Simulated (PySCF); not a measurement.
C₂H₆ClGa (SMILES [CH3][Ga]([CH3])[Cl]), singlet, geometry from GFN2-xTB (such geometries of metal compounds can be far from the true shape), with bond 10-1 at 1.6 times its length. Base run: PySCF with B3LYP/3-21G.

PySCF was given this input:
```python
from pyscf import gto, scf, dft

mol = gto.M(
    atom='''
Ga   -0.23882611    0.10083400   -0.14092768
C    -1.80146295   -1.21572828   -0.23393842
H    -1.48974737   -2.11234972   -0.77670352
H    -2.67761150   -0.79304802   -0.72665403
H    -2.07741138   -1.52198383    0.77883123
C    -0.06504875    2.00184560   -0.87573406
H     0.73235088    2.03166984   -1.62340480
H     0.21697965    2.67872738   -0.06457972
H    -0.98796556    2.36112255   -1.33204575
Cl    2.48551543   -1.04748358    1.47480125
''',
    basis='3-21g',
    verbose=4,
)

mf = dft.RKS(mol)
mf.xc = 'b3lyp'
mf.kernel()
```

Variants of this job, named by their change:

| change | ΔE vs base (µEh) | SCF cycles | outcome |
|---|---|---|---|
| base | 0.0 | 11 | converged |
| init_guess = atom | 0.0 | 11 | converged |
| diis = off; damp = 0.6 (with mf.diis_start_cycle = 200; with mf.max_cycle = 150) | 0.0 | 18 | converged |
| conv_tol = 1e-11 | 0.0 | 13 | converged |
| diis_space = 12 | 0.0 | 10 | converged |
| conv_tol_grad = 1e-3 | 0.0 | 11 | converged |
| diis_space = 2 | 0.0 | 22 | converged |
| DIIS = EDIIS | - | 50 | not converged |
| solver = newton | 0.0 | - | converged |
| init_guess = sap | 0.0 | 16 | converged |
| damp = 0.5; diis_start_cycle = 5 | 0.0 | 12 | converged |
| diis = off (with mf.max_cycle = 100) | - | 100 | not converged |
| init_guess = mod_huckel | 0.0 | 19 | converged |
